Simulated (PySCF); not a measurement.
## Solvent effects on NMR parameters

Numbering as in the mapped SMILES `[CH3:1][CH2:2][C@@H:3]([F:4])[c:5]1[cH:6][cH:7][c:8]([O-:9])[o:10]1`; H(Xn) means a hydrogen on atom n. Ha(C2) is pro-R; Hb(C2) is pro-S.

GIAO PBE0/pcSseg-1 in PySCF on one PBE0-D3(BJ)/def2-SVP conformer, non-relativistic, equivalent nuclei averaged. Solvents enter as an IEF-PCM continuum (benzene with ε = 2.3, chloroform with ε = 4.7) around the gas-phase geometry. Shifts are referred to TMS, CFCl3 computed in the same medium.

In benzene, δ in ppm: C8 173.8, C5 127.0, C6 119.4, C3 89.6, C7 72.8, C2 28.6, C1 14.3, F4 -164.1, H(C6) 6.29, H(C3) 4.93, H(C7) 3.83, Hb(C2) 1.84, Ha(C2) 1.29, H(C1) 0.99. Dipole moment 9.88 D.

(1) How does each δ change in the more polar medium?

(2) Which nuclei move most (in ppm), and what does the model miss?

## Answers

(1) 
```csv
atoms,environment,"Δδ, chloroform"
C8,substituted aromatic carbon next to the ring oxygen,+0.5
C5,substituted aromatic carbon next to the ring oxygen,+1.5
C6,aromatic CH,+0.9
C3,"sp3 CH bonded to F, on an aromatic ring",+0.6
C7,aromatic CH,+0.1
C2,sp3 CH2,+0.2
C1,methyl carbon,-0.2
F4,fluorine on an sp3 carbon,-2.8
H(C6),hydrogen on an aromatic CH,+0.16
H(C3),"hydrogen on an sp3 CH bonded to F, on an aromatic ring",+0.04
H(C7),hydrogen on an aromatic CH,+0.13
Hb(C2),hydrogen on an sp3 CH2,+0.05
Ha(C2),hydrogen on an sp3 CH2,+0.03
H(C1),hydrogen on a methyl carbon,+0.06
```

Changes are relative to benzene. The dipole moment becomes 10.55 D in chloroform.

(2) F4 (fluorine on an sp3 carbon, -2.8 ppm) in chloroform. A continuum only polarises the solute; specific hydrogen bonds, the anisotropy of aromatic solvents and changes of geometry or conformer are outside it, as are counter-ions.
